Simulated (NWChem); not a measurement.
System: C$_{4}$H$_{4}$ClF; SMILES C=C/C=C(\F)Cl

NWChem input:

```
start job
memory heap 200 mb stack 900 mb global 1100 mb
geometry units angstroms noautoz
  C      0.481312    -3.108308     0.000000
  C     -0.185959    -1.930634     0.000000
  C      0.459031    -0.631041     0.000000
  C     -0.218385     0.541630     0.000000
  F     -1.552245     0.603620     0.000000
  Cl     0.519490     2.102302     0.000000
  H      1.582905    -3.144744     0.000000
  H     -0.055091    -4.068433     0.000000
  H     -1.288922    -1.932735     0.000000
  H      1.557358    -0.573535     0.000000
end
basis spherical
  * library def2-svp
end
dft
  xc xpbe96 cpbe96
  iterations 150
end
tddft
  cis
  nroots 6
  notriplet
end
task tddft energy
```

Parts of the log:

```
             Northwest Computational Chemistry Package (NWChem) 7.3.0
             --------------------------------------------------------

 CS  symmetry detected

                             Geometry "geometry" -> ""
                             -------------------------

 Output coordinates in angstroms (scale by  1.889725989 to convert to a.u.)

  No.       Tag          Charge          X              Y              Z
 ---- ---------------- ---------- -------------- -------------- --------------
    1 C                    6.0000     0.47364853    -3.12247499     0.00000000
    2 C                    6.0000    -0.18984332    -1.94266772     0.00000000
    3 C                    6.0000     0.45930998    -0.64514929     0.00000000
    4 C                    6.0000    -0.21434286     0.52968753     0.00000000
    5 F                    9.0000    -1.54799726     0.59595368     0.00000000
    6 Cl                  17.0000     0.52853199     2.08798582     0.00000000
    7 H                    1.0000     1.57511905    -3.16244261     0.00000000
    8 H                    1.0000    -0.06582995    -4.08087531     0.00000000
    9 H                    1.0000    -1.29280738    -1.94123252     0.00000000
   10 H                    1.0000     1.55781570    -0.59116492     0.00000000

 Effective nuclear repulsion energy (a.u.)     259.1731022260

      Symmetry information
      --------------------

 Group name             Cs
 Group number              2
 Group order               2
 No. of unique centers    10

  pbe96 is a nonlocal functional; adding pw91lda local functional.

                                 NWChem DFT Module
                                 -----------------

 Summary of "ao basis" -> "ao basis" (spherical)
 ------------------------------------------------------------------------------
       Tag                 Description            Shells   Functions and Types
 ---------------- ------------------------------  ------  ---------------------
 C                          def2-svp                 6       14   3s2p1d
 F                          def2-svp                 6       14   3s2p1d
 Cl                         def2-svp                 8       18   4s3p1d
 H                          def2-svp                 3        5   2s1p

      Symmetry analysis of basis
      --------------------------

        a'         79
        a"         29

[...]

                                NWChem TDDFT Module
                                -------------------

            General Information
            -------------------
           No. of orbitals :     216
            Alpha orbitals :     108
             Beta orbitals :     108
        Alpha frozen cores :       0
         Beta frozen cores :       0
     Alpha frozen virtuals :       0
      Beta frozen virtuals :       0
         Spin multiplicity :       1
    Number of AO functions :     108
        Use of symmetry is : off
      Symmetry adaption is : on
         Schwarz screening :  0.10D-07

              XC Information
              --------------
   PerdewBurkeErnzerhof Exchange Functional   1.00
     Perdew 1991 LDA Correlation Functional   1.00 local
    PerdewBurkeErnz. Correlation Functional   1.00 non-local

             TDDFT Information
             -----------------
          Calculation type : Tamm-Dancoff TDDFT
         Wavefunction type : Restricted singlets
          No. of electrons :      54
           Alpha electrons :      27
            Beta electrons :      27
              No. of roots :       6
          Max subspacesize :    5200
            Max iterations :     100
               Target root :       1
           Target symmetry : none
      Symmetry restriction : off
                 Algorithm : Optimal
        Davidson threshold :  0.10D-03

    6 smallest eigenvalue differences (eV)
--------------------------------------------------------
  No. Spin  Occ  Vir  Irrep   E(Occ)    E(Vir)   E(Diff)
--------------------------------------------------------
    1    1   27   28 a'       -0.203    -0.069     3.641
    2    1   27   29 a"       -0.203     0.005     5.678
    3    1   26   28 a'       -0.286    -0.069     5.893
    4    1   25   28 a"       -0.294    -0.069     6.101
    5    1   27   30 a'       -0.203     0.027     6.253
    6    1   24   28 a"       -0.320    -0.069     6.829
--------------------------------------------------------

  Entering Davidson iterations
  Restricted singlet excited states

  Iter   NTrls   NConv    DeltaV     DeltaE      Time
  ----  ------  ------  ---------  ---------  ---------
    1      6       0     0.26E+00   0.10+100        4.4
    2     12       0     0.12E+00   0.11E+00        4.5
    3     18       0     0.39E-01   0.16E-01        3.6
    4     24       2     0.57E-02   0.14E-02        4.8
    5     28       3     0.13E-02   0.33E-04        4.2
    6     31       5     0.24E-03   0.18E-05        3.7
    7     32       6     0.74E-04   0.51E-07        2.3
  ----  ------  ------  ---------  ---------  ---------
  Convergence criterion met

  Ground state a'       -714.010238890844 a.u.

  ----------------------------------------------------------------------------
  Root   1 singlet a'             0.212012499 a.u.                5.7692 eV
  ----------------------------------------------------------------------------
     Transition Moments    X  0.28781   Y -2.29650   Z -0.00000
     Dipole Oscillator Strength                    0.7571341523
     Electric Quadrupole                           0.0000011033
     Magnetic Dipole                               0.0000000096
     Total Oscillator Strength                     0.7571352652

[...]
```

Level: PBE/def2-SVP, TDA. Coordinates come from a PBE-D3(BJ)/def2-SVP optimisation.
